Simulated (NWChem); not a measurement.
System: C2H4AlNO2; SMILES [CH3][Al]([OH])[N]=C=O

```xyz
10

Al    -0.0126    -0.9143    -0.0469
C     -1.7123    -1.8299     0.0205
H     -1.5866    -2.9193    -0.0701
H     -2.3780    -1.4931    -0.7910
H     -2.2381    -1.6233     0.9671
N      0.0987     0.8657     0.0737
C      0.1412     2.0624     0.1572
O      0.1851     3.2284     0.2384
O      1.4275    -1.7958    -0.2244
H      2.3135    -1.4336    -0.2679
```
Atoms are numbered in this order, from 1.

Level: PBE0/def2-SVP (NWChem), optimised geometry, unscaled harmonic frequencies. 

**Question.** List the harmonic frequencies with IR intensities, and the thermochemistry.

**Answer.** 
```json
[
 {"frequency (cm⁻¹)": "40", "IR intensity (km/mol)": "0.2"},
 {"frequency (cm⁻¹)": "62", "IR intensity (km/mol)": "0.6"},
 {"frequency (cm⁻¹)": "91", "IR intensity (km/mol)": "1.0"},
 {"frequency (cm⁻¹)": "178", "IR intensity (km/mol)": "1.4"},
 {"frequency (cm⁻¹)": "236", "IR intensity (km/mol)": "13.0"},
 {"frequency (cm⁻¹)": "239", "IR intensity (km/mol)": "38.0"},
 {"frequency (cm⁻¹)": "393", "IR intensity (km/mol)": "167.8"},
 {"frequency (cm⁻¹)": "493", "IR intensity (km/mol)": "14.3"},
 {"frequency (cm⁻¹)": "563", "IR intensity (km/mol)": "181.7"},
 {"frequency (cm⁻¹)": "640", "IR intensity (km/mol)": "22.0"},
 {"frequency (cm⁻¹)": "651", "IR intensity (km/mol)": "24.0"},
 {"frequency (cm⁻¹)": "667", "IR intensity (km/mol)": "68.5"},
 {"frequency (cm⁻¹)": "671", "IR intensity (km/mol)": "35.8"},
 {"frequency (cm⁻¹)": "729", "IR intensity (km/mol)": "258.9"},
 {"frequency (cm⁻¹)": "905", "IR intensity (km/mol)": "141.2"},
 {"frequency (cm⁻¹)": "1218", "IR intensity (km/mol)": "31.3"},
 {"frequency (cm⁻¹)": "1421", "IR intensity (km/mol)": "1.4"},
 {"frequency (cm⁻¹)": "1424", "IR intensity (km/mol)": "2.8"},
 {"frequency (cm⁻¹)": "1517", "IR intensity (km/mol)": "33.9"},
 {"frequency (cm⁻¹)": "2457", "IR intensity (km/mol)": "1482.2"},
 {"frequency (cm⁻¹)": "3056", "IR intensity (km/mol)": "0.7"},
 {"frequency (cm⁻¹)": "3151", "IR intensity (km/mol)": "1.6"},
 {"frequency (cm⁻¹)": "3172", "IR intensity (km/mol)": "1.6"},
 {"frequency (cm⁻¹)": "3988", "IR intensity (km/mol)": "102.2"}
]
```

The zero-point energy is 40.0 kcal/mol. The thermal correction to the enthalpy at 298.15 K (with zero-point energy) is 45.8 kcal/mol and the heat capacity Cv comes out as 26.5 cal/(mol K). The entropy at 298.15 K and 1 atm (symmetry number 1) comes out as 91.1 cal/(mol K) and the dipole moment comes out as 1.56 D.

Rigid rotor and harmonic oscillator; modes under 100 cm⁻¹ make the entropy uncertain.
